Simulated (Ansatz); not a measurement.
def2 core potentials replace the inner electrons of Sn.

Species: C$_{7}$H$_{18}$O$_{3}$Sn, SMILES `CCC[CH2][Sn]([O]C)([O]C)[O]C` (charge 0, multiplicity 1).

Problem. Give a relaxed geometry from PBE0-D3(BJ)/def2-SVP in Ansatz (a program for electronic structure).

Solution. One answer among several that fit: the end point of this relaxation, one of several conformers (outside a Z-matrix the atoms follow the SMILES, hydrogens last).
Z-matrix (Å, degrees):
```
Sn
O 1 1.9755
C 2 1.4018 1 122.04
H 3 1.1037 2 108.80 1 -155.26
H 3 1.1052 4 107.75 2 -122.90
H 3 1.1074 4 107.36 5 -115.67
O 1 1.9847 2 102.98 3 31.24
C 7 1.4002 1 121.71 2 -145.60
H 8 1.1038 7 108.92 1 154.03
H 8 1.1064 9 107.59 7 123.21
H 8 1.1076 9 107.27 10 115.21
O 1 1.9859 2 109.17 3 -80.45
C 12 1.3993 1 120.97 2 33.66
H 13 1.1036 12 108.74 1 -177.50
H 13 1.1070 14 107.39 12 -122.40
H 13 1.1082 14 107.19 15 -115.19
C 1 2.1298 2 109.69 3 159.54
H 17 1.1013 1 106.86 2 -73.81
H 17 1.1014 18 107.60 1 114.51
C 17 1.5249 18 111.95 19 123.31
H 20 1.1038 17 109.82 18 62.52
H 20 1.1041 21 105.82 17 -118.36
C 20 1.5249 21 109.36 22 -117.50
H 23 1.1044 20 109.02 21 -64.85
H 23 1.1044 24 105.80 20 117.16
C 23 1.5201 24 109.82 25 118.48
H 26 1.1003 23 111.56 24 -57.94
H 26 1.1017 27 107.62 23 -122.28
H 26 1.1017 27 107.61 28 -115.43
```
